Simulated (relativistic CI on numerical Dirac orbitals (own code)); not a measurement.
**Sensitivity of the levels of Ni12+ to α and to the nuclear radius**

These numbers are calculated, not measured: Dirac-Coulomb-Breit CI, orbitals from a KLI potential per configuration, derivatives by finite differences, unscaled Slater integrals, QED left out (own radial code, finite nucleus).

Configuration list (outside the closed core [Ne]): 3s²3p⁴, 3s3p⁵, 3p⁶, 3s²3p³3d, 3s3p⁴3d, 3p⁵3d, 3p⁴3d², 3p³3d³. Double excitations out of closed p, d and f shells are left out; levels of such configurations are missing from the list, as are those of other unlisted configurations, and high levels can miss mixing partners.

With x = (α/α₀)² − 1 an excitation energy changes as ω = ω₀ + qx; K = 2q/ω₀ is the relative enhancement. Terms are leading LS components, so labels can repeat. The field-shift factor is F = δν/δ⟨r²⟩ for the transition from the lowest level.

Lowest level 3s²3p⁴ ³P2.

```csv
Level,ω₀ (cm⁻¹),q (cm⁻¹),K,F (GHz/fm²)
3s²3p⁴ ³P1,19285,21820,2.26,-0.0731
3s²3p⁴ ³P0,21134,17010,1.61,-0.0781
3s²3p⁴ ¹D2,50304,18420,0.732,-0.036
3s²3p⁴ ¹S0,111456,27330,0.49,-0.567
3s3p⁵ ³P°2,336504,26930,0.16,-17.5
3s3p⁵ ³P°1,350433,39350,0.225,-17.3
3s3p⁵ ³P°0,359779,50500,0.281,-17.3
3s3p⁵ ¹P°1,428316,35450,0.166,-12.9
3s²3p³3d ⁵D°0,454856,18930,0.0832,0.654
3s²3p³3d ⁵D°1,455165,19350,0.085,0.675
3s²3p³3d ⁵D°2,455374,18770,0.0824,0.714
3s²3p³3d ⁵D°3,455758,18290,0.0803,0.745
3s²3p³3d ⁵D°4,457378,20460,0.0895,0.75
```

At this charge energies of transitions that change n are usually good to better than 1 %, and those within a shell (Δn = 0) to a few per cent.
